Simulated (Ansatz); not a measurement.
Born–Oppenheimer molecular dynamics of CH4Cl2Sn (8 atoms, charge 0, multiplicity 1). It starts at the highest image of a converged band. Of that band: Neighbouring images differ by up to 1.9 eV, so the band resolves the path poorly. A vibrational analysis at the climbing image gives one clearly imaginary mode, 1142i cm⁻¹: a first-order saddle point.

Theory: RKS B3LYP-D4/def2-SVP (Ansatz).

* ensemble: NVE (velocity Verlet)
* time step: 0.5 fs
* steps asked: 200
* starting velocities drawn for: 300 K
* seed: 6862

First frame:

```xyz
8
Properties=species:S:1:pos:R:3
Sn -0.316 -0.020 0.598
H 0.748 0.035 1.919
C 2.124 0.010 0.439
H 2.401 -1.041 0.284
H 2.191 0.611 -0.481
H 2.703 0.479 1.245
Cl -0.582 1.875 -0.800
Cl -0.464 -1.949 -0.768
```

(1) What does the run give?

(2) What happens to the structure?

(3) How do temperature and energy run in time?

## Answers

(1) All steps were run.

- steps done: 200
- time covered: 100 fs
- mean temperature over the second half: 1898 K
- spread of the potential energy over the second half: 78.8 meV per atom
- mean potential energy of the second half above the start: -154.9 meV per atom

The conserved energy stayed within 0.29 meV per atom of its start (net change -0.14 meV per atom), so the integration is sound. The kinetic energy rose, since the run started high on the potential surface and went downhill. A run of 0.1 ps of so small a system gives no equilibrium averages. The orbitals stay closed-shell, which can raise the energy where a bond breaks towards radicals; this wasn't checked here.

(2) Between its relaxed ends the band would form H2–C3 and break Sn1–H2, Sn1–C3. These pairs go: H2–C3 2.02 → 3.59 Å, Sn1–H2 1.70 → 1.98 Å, Sn1–C3 2.45 → 2.13 Å. In the last frame they stand as before the step (other bonds may differ from the relaxed reactants and products). It ends as one piece, CH4Cl2Sn. Pairs count as bonded within 1.25 times the sum of covalent radii (0.12 Å more for H–H). This is one draw of velocities; another would differ in detail.

(3) 
```
time (fs)  T (K)  potential energy less start (eV)  conserved less start (meV/atom)
        0    300                             0.000                             0.00
        8    213                             0.069                             0.18
       16   1715                            -1.098                            -0.06
       24   2374                            -1.608                             0.07
       32   2317                            -1.565                            -0.07
       40   1029                            -0.564                             0.18
       48    643                            -0.265                             0.11
       56   2680                            -1.846                             0.01
       64   2571                            -1.761                             0.02
       72   1548                            -0.968                            -0.01
       80    355                            -0.041                             0.23
       88   1732                            -1.111                            -0.05
       96   2599                            -1.783                             0.01
```

Time of the run: 9.4 min on 2 threads of Arm Neoverse V2, with other jobs on the host, peak memory 0.22 GiB.
